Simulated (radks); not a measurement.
Q: Radial electron density D(r) = 4 pi r^2 rho(r) of an atom or ion with 54 electrons. Calculated with a radial shooting solver on a logarithmic mesh with Libxc functionals: scalar-relativistic Kohn-Sham, BLYP, spin-unpolarised, spherical densities, point nucleus.

r (bohr),D(r) (e/bohr)
0.001236,3.020
0.001427,3.854
0.001648,4.903
0.001903,6.214
0.002198,7.842
0.002518,9.725
0.002908,12.15
0.003359,15.07
0.003879,18.56
0.00448,22.66
0.005173,27.39
0.005975,32.73
0.0069,38.59
0.007969,44.82
0.009203,51.16
0.01063,57.26
0.01227,62.67
0.01406,66.73
0.01624,69.50
0.01876,70.39
0.02166,69.42
0.02502,66.99
0.02889,64.01
0.03337,61.75
0.03853,61.63
0.0445,64.65
0.05139,70.90
0.05936,79.15
0.06855,86.89
0.07917,91.14
0.0907,90.04
0.1047,83.51
0.121,74.29
0.1397,66.97
0.1613,65.38
0.1863,69.70
0.2152,75.61
0.2485,76.62
0.287,68.67
0.3315,53.44
0.3828,37.48
0.4421,27.55
0.5106,25.69
0.585,28.19
0.6756,29.91
0.7802,27.42
0.901,21.41
1.041,14.78
1.202,9.859
1.388,7.191
1.603,5.985
1.851,5.207
2.138,4.278
2.469,3.157
2.851,2.060
3.267,1.225
3.773,0.6231
4.357,0.2761
5.032,0.1049
5.811,0.03335
6.711,0.008658
7.751,0.001796

What is the nuclear charge?

A: Z = 54. The innermost maximum, from 1s, lies near gamma/Z bohr with gamma = sqrt(1 - (Z/c)^2) = 0.919, here 0.017 bohr (found: 0.0186), and its height grows with Z. The density is that of neutral xenon in [Xe]; the configuration itself is not fixed sharply by these data, and Z only to a few units. D(r) has 4 maxima, at r = 0.0186, 0.0824, 0.237, 0.670 bohr, and minima at 0.0361, 0.155, 0.494 bohr, inside which lie 1.97, 11.15, 29.01 electrons.
